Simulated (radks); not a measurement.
Charge is removed step by step from the 4p3/2 level of Rh, starting from [Ar] 3d10 4s2 4p(1/2: 2, 3/2: 4) 4d8 5s1. Calculated with a radial shooting solver on a logarithmic mesh with Libxc functionals: Dirac Kohn-Sham, PBEsol, spin-unpolarised, spherical densities, finite nucleus; open shells fill j = l - 1/2 first; Fermi nuclear charge, rms radius 4.4945 fm.

removed (e)  E - E(0) (eV)  eigenvalue (eV)  E minus straight line (eV)
0                    0.000          -49.084                       0.000
0.1                  4.966          -50.242                      -0.564
0.2                 10.050          -51.434                      -1.010
0.3                 15.254          -52.657                      -1.336
0.4                 20.582          -53.910                      -1.537
0.5                 26.037          -55.189                      -1.612
0.6                 31.621          -56.495                      -1.558
0.7                 37.337          -57.826                      -1.372
0.8                 43.187          -59.179                      -1.052
0.9                 49.173          -60.556                      -0.595
1                   55.299          -61.954                       0.000

Removing the whole electron costs 55.299 eV by Delta-SCF, against 49.084 eV from minus the eigenvalue at the starting occupation. Slater's transition state (half an electron removed) gives 55.189 eV. Integrating minus the eigenvalue over the occupation (Janak's theorem) gives 55.299 eV. The mean slope of the eigenvalue, de/dn, is 12.9 eV per electron.
